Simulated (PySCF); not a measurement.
Isomers of C5H8NP, one GFN2-xTB conformer each. Single-point energies are computed at PBE0/pcSseg-1 (PySCF, gas phase, no added dispersion term), electronic only.

| SMILES | GFN2-xTB relative energy (kcal/mol) |
| --- | --- |
| CNp1cccc1 | 24.3 |
| C=CP(C)CC#N | 44.5 |
| CCc1[nH]ccp1 | 0.0 |
| C/C=P/CCC#N | 44.9 |

Conformers: `[CH3:1][NH:2][p:3]1[cH:4][cH:5][cH:6][cH:7]1` with C1–N2–P3–C4 -174°; `[CH2:1]=[CH:2][P:3]([CH3:4])[CH2:5][C:6]#[N:7]` with C1–C2–P3–C4 31°, C2–P3–C5–C6 -50°; `[CH3:1][CH2:2][c:3]1[nH:4][cH:5][cH:6][p:7]1` with C1–C2–C3–N4 77°; `[CH3:1]/[CH:2]=[P:3]/[CH2:4][CH2:5][C:6]#[N:7]` with C2–P3–C4–C5 180°, P3–C4–C5–C6 180°.

Question: What does PBE0/pcSseg-1 give for the same structures?

Answer: 
```tsv
SMILES	PBE0/pcSseg-1 E (Eh)	PBE0/pcSseg-1 (kcal/mol)	GFN2-xTB (kcal/mol)	point group
CCc1[nH]ccp1	-590.97890	0.0	0.0	C1
CNp1cccc1	-590.93497	27.6	24.3	C1
C=CP(C)CC#N	-590.93239	29.2	44.5	C1
C/C=P/CCC#N	-590.92821	31.8	44.9	Cs
```

Both levels put the same isomer lowest; measured from each level's own lowest isomer, the values differ by up to 15.3 kcal/mol (C=CP(C)CC#N: 44.5 against 29.2). As drawn, the lowest has an aromatic ring and an N–H bond, which the highest lacks; the highest has a C≡N group, which the lowest lacks. Neighbours under 2.5 kcal/mol apart (CNp1cccc1 and C=CP(C)CC#N) can change places with a better method, another conformer or zero-point energy.

Question: Which frontier levels, dipoles and rotational constants go with these structures?

Answer: 
```tsv
SMILES	HOMO (eV, PBE0/pcSseg-1)	LUMO (eV)	dipole (D)	A, B, C (MHz)
CCc1[nH]ccp1	-6.11	-0.03	3.49	4214, 1752, 1362
CNp1cccc1	-6.40	-1.44	1.58	5305, 1578, 1380
C=CP(C)CC#N	-7.01	-0.50	2.60	2696, 1863, 1534
C/C=P/CCC#N	-7.35	-1.78	4.07	10511, 746.8, 706.5
```
